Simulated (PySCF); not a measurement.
The second ionisation energy along group 8

Calculated with PySCF 2.14 from differences of total energies of unrestricted determinants, without spin-orbit coupling. Values in eV. The last column holds reference values (NIST; (s) semi-empirical, (t) theoretical, else measured). Unmarked ones compare directly (S terms, centres of terms, or small fine structure); those marked * lie between the lowest fine-structure levels and include a spin-orbit shift.

```json
{"element": "Fe (aug-cc-pVTZ with one added diffuse shell each of s, p, d, f, g type, non-relativistic)", "configurations": "[Ar] 3d6 4s1 → [Ar] 3d6", "UHF": "15.114", "PBE": "16.644", "PBE0": "16.310", "r2SCAN": "16.479", "MP2 (valence)": "15.715", "SCS-MP2 (valence)": "15.462", "reference": "16.199 *"}
{"element": "Ru (aug-cc-pVTZ-PP with one added diffuse shell each of s, p, d, f, g type with ECP28MDF, ECP)", "configurations": "[Kr] 4d7 → [Kr] 4d6", "UHF": "14.880", "PBE": "16.939", "PBE0": "16.688", "r2SCAN": "16.558", "MP2 (valence)": "16.328", "SCS-MP2 (valence)": "16.491", "reference": "16.76 ± 0.06 (s) *"}
{"element": "Os (aug-cc-pVTZ-PP with one added diffuse shell each of s, p, d, f, g type with ECP60MDF, ECP)", "configurations": "[Xe] 4f14 5d6 6s1 → [Xe] 4f14 5d6", "UHF": "16.026", "PBE": "17.559", "PBE0": "17.296", "r2SCAN": "17.581", "MP2 (valence)": "16.882", "SCS-MP2 (valence)": "16.510", "reference": "17 ± 1 (s) *"}
```

"Valence" correlates the outer s and p shells and, in groups 3 to 12 and the f block, the outer d or f shell, open or full, or the next shell where the ion has no valence electron left; the wider scheme adds the next inner shell.
